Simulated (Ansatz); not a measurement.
The same ligand exchange along the group C, Si, Ge.

Calculated with Ansatz (gas phase, PBE0-D4/def2-TZVP geometries, no zero-point term in ΔE). CCSD(T)/CBS is the MP2 limit (def2-TZVPP, def2-QZVPP) plus CCSD(T) − MP2 in def2-TZVPP, frozen cores. This one scheme is used for every species. Functionals use def2-TZVPP. For Ge outer-core shells are correlated without core-valence functions, which leaves a few kJ/mol of doubt a bond. Scalar relativity is left out up to krypton. One conformer a species, not always the lowest.

```tsv
reaction	RPA@PBE/def2-TZVPP (kcal/mol)	B2PLYP (kcal/mol)	MP2/CBS(def2) (kcal/mol)	CCSD/CBS(def2) (kcal/mol)
`CC(F)(F)F` + H₂S → `FC(F)(F)S` + CH₄	11.9	10.8	11.0	12.3
`F[Si](F)(F)[SiH3]` + H₂S → `F[Si](F)(F)S` + SiH₄	-14.8	-15.4	-17.2	-15.2
`[F][Ge]([F])([F])[GeH3]` + H₂S → `[F][Ge]([F])([F])[SH]` + GeH₄	-1.6	-1.0	-1.5	-0.6
```

Problem. Give the CCSD(T)/CBS values in the same order. (Best estimate.)

Solution. The calculation gave: 11.5, -15.2, -0.8 kcal/mol.

Largest T1 diagnostic: 0.013, for `F[Si](F)(F)[SiH3]`.
